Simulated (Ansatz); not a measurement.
Stepwise reaction of `O[Si](F)(F)F` with ammonia, as a gas-phase model of exchange steps in deposition or etching. ΔE in kJ/mol; ΔG adds harmonic PBE0-D4 terms to CCSD(T)/CBS, at 1 bar.

Isolated molecules relaxed with PBE0-D4/def2-TZVP in Ansatz; ΔE leaves out vibrations. CCSD(T)/CBS adds triple-zeta CCSD(T) − MP2 to the extrapolated MP2 energy (def2 sets, frozen cores). This one scheme is used for every species. Functionals use def2-TZVPP. B3LYP here is the variant with VWN-RPA as its local correlation; programs differ in this. One conformer a species, not always the lowest.

```
step                                     reaction  PBE-D4  B3LYP-D4  ωB97M-V  CCSD(T)/CBS  ΔG(500 K)
   1  `O[Si](F)(F)F` + NH₃ → `N[Si](O)(F)F` + H–F    71.4      76.6     76.3         75.9       76.8
   2  `N[Si](O)(F)F` + NH₃ → `N[Si](N)(O)F` + H–F    79.3      84.3     84.2         82.7       81.4
```

**Question.** Give the row of step 3, `N[Si](N)(O)F` + NH₃ → `N[Si](N)(N)O` + H–F. (Best estimate.)

**Answer.** Computed: 
```tsv
step	reaction	PBE-D4	B3LYP-D4	ωB97M-V	CCSD(T)/CBS	ΔG(500 K)
3	`N[Si](N)(O)F` + NH₃ → `N[Si](N)(N)O` + H–F	93.6	100.3	99.4	95.5	97.9
```

**Question.** By hand: ΔE of the 3 steps together at CCSD(T)/CBS.

**Answer.** (75.9) + (82.7) + (95.5) = 254.1 kJ/mol, or 84.7 kJ/mol a step.

In ΔE each step is higher than the one before. All are uphill at CCSD(T)/CBS. ΔG lies between 76.8 and 97.9 kJ/mol a step. PBE-D4 differs from CCSD(T)/CBS by -4.5 to -1.9 kJ/mol a step. Isolated molecules leave out the surface, adducts and barriers. Largest T1 diagnostic: 0.011.
